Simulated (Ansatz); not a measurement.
Total energies of the cluster SnBi₂ (the lowest singlet isomer of a short search) from Ansatz at PBE-D4/def2-TZVP, gas phase (1 Eh = 27.2114 eV = 2625.5 kJ/mol). The reference geometry is relaxed at PBE0-D4/def2-SVP.

```xyz
3

Bi   -1.013    0.494    1.200
Bi   -0.241    0.570   -1.526
Sn    1.254   -1.064    0.325
```

| state | geometry | energy (Eh) |
| --- | --- | --- |
| charge 0 singlet | reference | -643.74223 |
| charge 1 doublet | reference | -643.47640 |
| charge 0 triplet | relaxed at PBE0-D4/def2-SVP | -643.70562 |
| charge 0 quintet | relaxed at PBE0-D4/def2-SVP | -643.65414 |
| free Bi atom (quartet) | – | -214.63705 |
| free Sn atom (triplet) | – | -214.24935 |

In the def2 sets Bi, Sn take a core potential; there is no spin–orbit coupling.

(1) Work out the vertical ionisation energy to the doublet.

(2) Which of the charge 0 states is lowest, and how far above it are the others?

(3) What is the binding energy per atom against free atoms?

(1) E(charge 1 doublet) − E(charge 0 singlet) = -643.47640 − (-643.74223) = 0.26583 Eh = 7.23 eV. For comparison, −ε of the highest occupied level is 4.83 eV at this level, 2.40 eV less.

(2) The singlet. triplet: -643.70562 − (-643.74223) = 0.03661 Eh = 96.1 kJ/mol; quintet: -643.65414 − (-643.74223) = 0.08809 Eh = 231.3 kJ/mol.

(3) Atoms: 2 × (-214.63705) + 1 × (-214.24935) = -643.52345 Eh. Binding: -643.52345 − (-643.74223) = 0.21878 Eh = 5.95 eV, or 1.98 eV for each of 3 atoms (no zero-point energy, no counterpoise term).

The structure comes from a short search, and lower isomers may exist.
